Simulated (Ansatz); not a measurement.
Two structures of SiNH$_{6}$Cl$_{2}$F, closed shell, reached by relaxing down either side of one saddle point (PBE0-D4/def2-TZVP). Energies are electronic, without zero-point energy. Computed with Ansatz 0.2.0 (basis: def2-TZVPP and def2-QZVPP); correlated methods freeze the cores. Extrapolation: Hartree–Fock as exp(−7.88 √X), correlation as X^−2.97. First:

Si1  (-0.842, -0.689, -0.314)
H2  (0.209, -0.307, -1.299)
Cl3  (-2.232, -1.373, -1.748)
Cl4  (-0.502, -2.457, 0.710)
H5  (-1.700, 0.320, 0.337)
H6  (0.848, 1.126, 0.813)
N7  (0.641, 0.165, 1.073)
H8  (0.711, 1.333, -1.525)
F9  (1.071, 2.094, -1.128)
H10  (1.509, -0.360, 1.058)
H11  (0.289, 0.148, 2.024)
(Å)

Second:

Si1  (-0.824, -0.881, 0.403)
H2  (-0.738, 1.596, -2.632)
Cl3  (-0.315, -1.902, -1.275)
Cl4  (-1.876, -2.122, 1.641)
H5  (-1.675, 0.275, 0.092)
H6  (1.313, 0.913, 0.109)
N7  (0.654, -0.334, 1.111)
H8  (-0.131, 1.723, -2.214)
F9  (1.643, 1.629, -0.421)
H10  (1.387, -1.030, 1.179)
H11  (0.561, 0.133, 2.007)
(Å)

Q: Which bonds change from the first to the second?

A: SiH₂Cl₂ ([Cl][SiH2][Cl]) + NH₃ + HF → SiNH₃Cl₂ ([NH2][SiH]([Cl])[Cl]) + HF + H₂; bonds formed: H2–H8, H6–F9; dative contacts that become bonds: Si1–N7; bonds broken: Si1–H2, H6–N7, H8–F9.

Q: Give the saddle point's structure and its height above each. (An estimate is asked for; the value comes from the calculation.)

A: The calculation gives: 26.24 kcal/mol above the first and 37.36 kcal/mol above the second (CCSD(T) at an estimated basis limit (MP2 extrapolated from triple and quadruple zeta, plus CCSD(T) − MP2 in triple zeta)).
Si1  (-0.860, -0.517, -0.072)
H2  (-0.263, 0.550, -1.434)
Cl3  (-0.734, -1.947, -1.532)
Cl4  (-1.506, -1.715, 1.546)
H5  (-1.920, 0.494, -0.014)
H6  (1.036, 0.934, 0.319)
N7  (0.761, -0.100, 0.694)
H8  (0.259, 1.233, -1.118)
F9  (1.045, 1.992, -0.468)
H10  (1.475, -0.752, 0.374)
H11  (0.708, -0.174, 1.705)
(Å)

T1 diagnostic: at most 0.011.

Labels in which every atom is bracketed show which atoms are joined, not bond orders.

For scale, one of the runs: CCSD(T)/def2-TZVPP, 272 basis functions, launched by `ansatz run in.yaml --threads 8 --pin off --events-out ev --progress --plain --max-ram 19148MiB`. Hardware: 8 CPU threads of an Arm Neoverse V1, shared host. Wall time 3.1 min; peak host memory 7 GiB.
